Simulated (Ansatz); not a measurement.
Steps of a relaxation of C$_{2}$H$_{6}$GeO (`[CH3][GeH]1[CH2][O]1`) with RKS PBE0-D4/def2-TZVP.

```sh
$ ansatz run in.yaml --threads 4 --pin off --events-out ev --progress --plain --max-ram 10444MiB
```

```yaml
crystal:
  periodic: [false, false, false]
  atoms:
    - {symbol: C, position_ang: [-0.868523, 1.408474, -0.038382]}
    - {symbol: Ge, position_ang: [0.402559, 0.022059, -0.562262]}
    - {symbol: C, position_ang: [0.832725, -1.461053, 0.589200]}
    - {symbol: O, position_ang: [-0.298890, -1.686689, -0.246161]}
    - {symbol: H, position_ang: [-1.753906, 1.376618, -0.703956]}
    - {symbol: H, position_ang: [-1.191110, 1.223509, 1.003975]}
    - {symbol: H, position_ang: [-0.402064, 2.411259, -0.105450]}
    - {symbol: H, position_ang: [0.998833, 0.095760, -1.986181]}
    - {symbol: H, position_ang: [0.628941, -1.366193, 1.678587]}
    - {symbol: H, position_ang: [1.734434, -2.074744, 0.373630]}
basis:
  gaussian: {orbitals: def2-TZVP}
hamiltonian: {xc: pbe0, dispersion: d4}
relax: {f_tol: 0.005, max_steps: 150}
```

Positions (Å) and forces (eV/Å) along the path, 12 of 12 steps:

```xyz
10
step=1 energy=-60725.9132 eV
C    -0.869    1.408   -0.038   -0.184    0.197    0.075
Ge    0.403    0.022   -0.562   -0.215   -0.628    0.194
C     0.833   -1.461    0.589    0.224    0.113    0.122
O    -0.299   -1.687   -0.246    0.436    0.495    0.109
H    -1.754    1.377   -0.704    0.461    0.017    0.335
H    -1.191    1.224    1.004    0.160    0.097   -0.530
H    -0.402    2.411   -0.105   -0.239   -0.512    0.037
H     0.999    0.096   -1.986   -0.102   -0.002    0.230
H     0.629   -1.366    1.679    0.038   -0.089   -0.648
H     1.734   -2.075    0.374   -0.577    0.311    0.076
10
step=2 energy=-60725.9579 eV
C    -0.864    1.401   -0.039   -0.026    0.062    0.032
Ge    0.399    0.021   -0.556   -0.183   -0.396    0.130
C     0.838   -1.445    0.588    0.111    0.013    0.086
O    -0.293   -1.673   -0.238    0.127    0.296   -0.054
H    -1.735    1.370   -0.702    0.131    0.001    0.088
H    -1.189    1.220    0.990    0.042    0.027   -0.146
H    -0.402    2.392   -0.103   -0.068   -0.138    0.013
H     0.985    0.097   -1.970    0.004    0.010    0.032
H     0.628   -1.368    1.663    0.020    0.004   -0.195
H     1.716   -2.066    0.369   -0.157    0.120    0.015
10
step=3 energy=-60725.9659 eV
C    -0.861    1.395   -0.036    0.021   -0.004   -0.013
Ge    0.385    0.009   -0.558   -0.050   -0.066    0.001
C     0.837   -1.438    0.588    0.140    0.071    0.075
O    -0.294   -1.671   -0.238   -0.076    0.017   -0.071
H    -1.723    1.375   -0.703   -0.028    0.011   -0.014
H    -1.193    1.212    0.984   -0.010   -0.009    0.024
H    -0.393    2.378   -0.092    0.013    0.019   -0.001
H     0.983    0.092   -1.963    0.010    0.013   -0.011
H     0.628   -1.354    1.655   -0.021   -0.019    0.019
H     1.713   -2.049    0.367    0.001   -0.033   -0.007
10
step=4 energy=-60725.9669 eV
C    -0.863    1.395   -0.038    0.011   -0.004   -0.003
Ge    0.379    0.005   -0.560   -0.019   -0.017   -0.009
C     0.842   -1.435    0.589    0.103    0.040    0.071
O    -0.292   -1.672   -0.234   -0.095   -0.024   -0.071
H    -1.724    1.385   -0.707   -0.009    0.004   -0.008
H    -1.199    1.209    0.981   -0.008   -0.003    0.014
H    -0.388    2.375   -0.088    0.009    0.012    0.001
H     0.981    0.093   -1.964    0.006    0.005   -0.004
H     0.632   -1.356    1.657   -0.008   -0.003    0.015
H     1.714   -2.051    0.367    0.011   -0.011   -0.006
10
step=5 energy=-60725.9663 eV rejected
C    -0.864    1.394   -0.038    0.032    0.013   -0.001
Ge    0.357   -0.011   -0.570   -0.023   -0.046   -0.005
C     0.854   -1.424    0.594   -0.205   -0.021   -0.195
O    -0.295   -1.691   -0.232    0.199    0.111    0.139
H    -1.710    1.424   -0.725   -0.023    0.011   -0.004
H    -1.226    1.190    0.969   -0.009   -0.009   -0.002
H    -0.363    2.363   -0.051   -0.009   -0.018   -0.005
H     0.966    0.080   -1.971    0.000    0.012   -0.003
H     0.639   -1.342    1.658   -0.008   -0.012    0.071
H     1.726   -2.034    0.369    0.047   -0.042    0.006
10
step=6 energy=-60725.9679 eV
C    -0.864    1.395   -0.039   -0.003    0.005   -0.003
Ge    0.367   -0.004   -0.566    0.001   -0.002    0.003
C     0.848   -1.430    0.592    0.000    0.006   -0.002
O    -0.293   -1.680   -0.231   -0.003   -0.003   -0.002
H    -1.719    1.406   -0.716    0.007    0.004    0.006
H    -1.213    1.200    0.975   -0.001    0.000   -0.007
H    -0.375    2.370   -0.071   -0.003   -0.010    0.002
H     0.974    0.089   -1.968   -0.003    0.000    0.001
H     0.636   -1.352    1.659    0.004   -0.001   -0.002
H     1.721   -2.045    0.368   -0.001    0.001    0.003
10
step=7 energy=-60725.9680 eV
C    -0.865    1.394   -0.040   -0.001    0.002    0.001
Ge    0.363   -0.006   -0.567    0.002    0.003   -0.002
C     0.851   -1.428    0.592   -0.016   -0.002   -0.011
O    -0.293   -1.682   -0.227    0.011    0.003    0.008
H    -1.715    1.416   -0.722    0.005    0.001    0.001
H    -1.221    1.194    0.970   -0.001   -0.001   -0.003
H    -0.370    2.366   -0.061   -0.001   -0.003    0.002
H     0.970    0.087   -1.969   -0.003   -0.002   -0.001
H     0.641   -1.349    1.660    0.002   -0.001    0.002
H     1.722   -2.043    0.367    0.003    0.001    0.002
10
step=8 energy=-60725.9681 eV
C    -0.865    1.394   -0.040   -0.007    0.006   -0.001
Ge    0.358   -0.010   -0.570    0.005    0.006    0.000
C     0.854   -1.425    0.593   -0.015   -0.010   -0.013
O    -0.293   -1.685   -0.221    0.011    0.005    0.012
H    -1.706    1.434   -0.734    0.007    0.001    0.005
H    -1.237    1.183    0.962    0.003    0.000   -0.008
H    -0.361    2.362   -0.041   -0.006   -0.008    0.002
H     0.959    0.080   -1.975   -0.002   -0.002    0.001
H     0.648   -1.343    1.661    0.001    0.002    0.002
H     1.726   -2.039    0.368    0.002    0.000    0.001
10
step=9 energy=-60725.9681 eV
C    -0.866    1.394   -0.042   -0.005    0.020    0.007
Ge    0.356   -0.011   -0.571   -0.003    0.001   -0.008
C     0.858   -1.423    0.594   -0.022   -0.006   -0.005
O    -0.295   -1.685   -0.211    0.022    0.004    0.014
H    -1.695    1.452   -0.749    0.018   -0.004    0.014
H    -1.257    1.168    0.951    0.006    0.004   -0.017
H    -0.354    2.358   -0.017   -0.015   -0.019    0.002
H     0.947    0.071   -1.981    0.000   -0.001   -0.001
H     0.660   -1.335    1.663   -0.002   -0.001   -0.001
H     1.728   -2.039    0.365    0.001    0.001   -0.002
10
step=10 energy=-60725.9682 eV
C    -0.865    1.394   -0.041   -0.010    0.011   -0.001
Ge    0.356   -0.011   -0.573    0.003   -0.001    0.002
C     0.857   -1.422    0.594   -0.002   -0.001   -0.002
O    -0.294   -1.686   -0.211    0.002    0.006    0.001
H    -1.692    1.454   -0.750    0.010    0.000    0.011
H    -1.258    1.165    0.950    0.004    0.002   -0.011
H    -0.354    2.357   -0.013   -0.007   -0.015    0.000
H     0.945    0.068   -1.983   -0.001   -0.001    0.001
H     0.659   -1.333    1.663    0.000    0.000    0.000
H     1.728   -2.037    0.366    0.001   -0.001    0.000
10
step=11 energy=-60725.9682 eV
C    -0.865    1.394   -0.041    0.003   -0.001    0.000
Ge    0.357   -0.011   -0.573   -0.004    0.010   -0.001
C     0.857   -1.422    0.594    0.001   -0.004    0.003
O    -0.295   -1.684   -0.210   -0.001   -0.004    0.001
H    -1.692    1.454   -0.750    0.000    0.000    0.000
H    -1.258    1.164    0.949   -0.001    0.000    0.000
H    -0.354    2.357   -0.011    0.000    0.000    0.000
H     0.945    0.068   -1.984    0.002    0.000   -0.002
H     0.660   -1.332    1.663    0.000    0.000    0.000
H     1.727   -2.038    0.366    0.000    0.000    0.000
10
step=12 energy=-60725.9682 eV
C    -0.865    1.394   -0.041   -0.001    0.001    0.000
Ge    0.357   -0.011   -0.573    0.000    0.000    0.001
C     0.857   -1.422    0.594   -0.001    0.001    0.000
O    -0.295   -1.684   -0.209    0.000    0.000    0.000
H    -1.691    1.455   -0.750    0.000    0.000    0.000
H    -1.259    1.163    0.948    0.000    0.000    0.000
H    -0.354    2.357   -0.011    0.000   -0.001    0.000
H     0.945    0.068   -1.984    0.000    0.000    0.000
H     0.660   -1.332    1.663    0.000    0.000    0.000
H     1.728   -2.038    0.365    0.000   -0.001    0.000
```

It took 32 s on 4 threads of an Arm Neoverse V2 on a shared host, with 0.44 GiB of host memory at the peak.
